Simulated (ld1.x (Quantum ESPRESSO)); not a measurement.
# An all-electron radial function and its pseudo partner (rhenium)

Columns: radius, all-electron u(r) and pseudo u(r) of the 6s shell (level -5.98 eV) of rhenium in the configuration [Kr] 4d10 4f14 5s2 5p6 5d5 6s2 6p0; PBEsol, scalar-relativistic, TM semilocal scheme, ld1.x (Quantum ESPRESSO) 7.5.

| r (bohr) | all-electron | pseudo |
| --- | --- | --- |
| 0.140 | 0.1324 | -0.0147 |
| 0.280 | -0.1358 | -0.0303 |
| 0.420 | -0.1392 | -0.0477 |
| 0.560 | 0.0923 | -0.0677 |
| 0.700 | 0.2645 | -0.0916 |
| 0.840 | 0.3054 | -0.1204 |
| 0.980 | 0.2430 | -0.1552 |
| 1.120 | 0.1226 | -0.1970 |
| 1.260 | -0.0196 | -0.2461 |
| 1.400 | -0.1602 | -0.3020 |
| 1.540 | -0.2867 | -0.3631 |
| 1.680 | -0.3934 | -0.4264 |
| 1.820 | -0.4789 | -0.4879 |
| 1.960 | -0.5443 | -0.5431 |
| 2.100 | -0.5916 | -0.5882 |
| 2.240 | -0.6231 | -0.6208 |
| 2.380 | -0.6413 | -0.6404 |
| 2.520 | -0.6484 | -0.6483 |
| 2.660 | -0.6466 | -0.6466 |
| 2.800 | -0.6376 | -0.6376 |
| 2.940 | -0.6229 | -0.6229 |
| 3.080 | -0.6039 | -0.6039 |
| 3.220 | -0.5816 | -0.5816 |
| 3.360 | -0.5569 | -0.5569 |
| 3.500 | -0.5307 | -0.5307 |
| 3.640 | -0.5036 | -0.5036 |

How many radial nodes do the two functions have?

The all-electron 6s function has n − l − 1 = 5 (the table is too coarse to show those close to the nucleus); the pseudo-wave has 0, since the states of the same l below it are removed with the core.

At about which radius was the pseudo-wave matched?

2.80 bohr. The columns agree to 0.0005 from 2.52 bohr on; several derivatives are matched, so the curves merge somewhat inside the radius.

Where does each function peak?

Outermost all-electron maximum near 2.52 bohr, pseudo maximum near 2.52 bohr (to the table’s step).

Is the pseudo-wave norm-conserving?

Yes: the TM semilocal scheme keeps the norm inside the radius equal to the all-electron one, which fixes the energy derivative of the logarithmic derivative at the level.
